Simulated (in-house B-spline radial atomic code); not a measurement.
Fe III (Fe2+) is squeezed into an impenetrable sphere of radius R (the orbitals vanish at R). Computed with a radial B-spline atomic code at the basis-set limit: non-relativistic r2SCAN, spin-polarised, spherical fractional occupations, point nucleus.

Energies in eV above the free ion in [Ar] 3d6:

| R (bohr) | highest level (eV) | [Ar] 3d6 | [Ne] 3s2 3p5 3d7 |
| --- | --- | --- | --- |
| 7.68 | -22.5 | 6.965e-05 | 53.73 |
| 6.56 | -22.5 | 0.001055 | 53.73 |
| 5.19 | -22.4 | 0.02545 | 53.76 |
| 4.57 | -22.3 | 0.1046 | 53.85 |
| 3.31 | -20.5 | 1.812 | 55.75 |
| 3.2 | -20.1 | 2.334 | 56.33 |
| 2.79 | -17.6 | 6.155 | 60.56 |
| 2.12 | -5.61 | 35.8 | 92.42 |
| 1.72 | 16.2 | 121.6 | 181.5 |
| 1.36 | 65.8 | 416 | 479.1 |

Q: Does [Ne] 3s2 3p5 3d7 fall below [Ar] 3d6 under compression?

A: No, it stays above over the whole range.

The highest level is first positive in the row R = 1.72 bohr, pushed up by confinement above the zero of the free ion's potential. Each configuration is held fixed and needn't be the lowest in the sphere.
